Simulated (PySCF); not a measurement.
An unknown is described by computed data only.

Elements present: C and F. Monoisotopic mass: 199.9872 u.

- Triplet: lowest triplet excitation (Tamm–Dancoff): 6.61 eV [TDA PBE0/def2-SVPD]
- Dipole: 0.00 D [PBE0/def2-SVPD]
- 13C NMR: chemical shifts (computed TMS as zero) by class: 115.8 (4 C) ppm [GIAO PBE0/pcSseg-1]
- Rotational structure: rotational constants A, B, C: 1.074, 1.073, 0.881 GHz [PBE0-D3(BJ)/def2-SVP]
- Polarisability: 51.1 au [PBE0/def2-SVPD]
- UV, first state: lowest singlet excitation: 6.94 eV (179 nm, f = 0.000) [TDDFT PBE0/def2-SVPD]
- Couplings: largest of the computed one-bond spin–spin couplings (means over like bonds): 19F–13C -359.0 (×8) Hz [B3LYP/pcJ-1]
- NMR, other nuclei: isotropic shieldings of nuclei other than C and H, by class: 330 (8 F) ppm [GIAO PBE0/pcSseg-1]

Gas-phase values; electronic properties from PySCF, density fitting. Levels stand in brackets. NMR shifts are as computed; neighbouring signals can stand in another order in a measured spectrum. Isolated species at its PBE0-D3(BJ)/def2-SVP geometry (one conformer only). NMR classes are plain means over equivalent atoms (diastereotopic ones count apart unless rotation or inversion swaps them), as if these changed places fast.

Question: Which formula fits the mass and the elements?

Answer: C4F8 (calculated 199.9872). No other formula that holds each of these elements comes within 0.0003 u with a fitting electron parity and a possible valence count.

Question: Propose a structure and show how it fits.

Answer: Numbering: `[F:1][C:2]1([F:3])[C:4]([F:5])([F:6])[C:7]([F:8])([F:9])[C:10]1([F:11])[F:12]`. Its formula, C4F8, gives 1 degree of unsaturation: 1 ring and 0 π bonds in the structure found. 4 carbons fall into 1 class: CF2 carbon [C2/C4/C7/C10] (115.8 ppm, 4 C). The other shieldings belong to: 330 ppm, fluorine of a CF2 group [F1/F3/F5/F6/F8/F9/F11/F12]. The couplings run between: -359.0 Hz, fluorine of a CF2 group [F1] and CF2 carbon [C2] (with 7 like pairs). The vanishing dipole is forced by symmetry. The optimised geometry has point group D2d and is an oblate symmetric top (the spread among constants that symmetry makes equal is optimisation noise). Structure: octafluorocyclobutane (`FC1(F)C(F)(F)C(F)(F)C1(F)F`). Computed isomers that give other values at the same levels: `FC(F)=C(F)C(F)(F)C(F)(F)F` (static isotropic polarisability: 55.4 au). The assignments are read from this structure; whether some other isomer fits the data as well wasn't checked.

One-bond C–F couplings are unscaled; at this level they come out some 30 % too large in size.
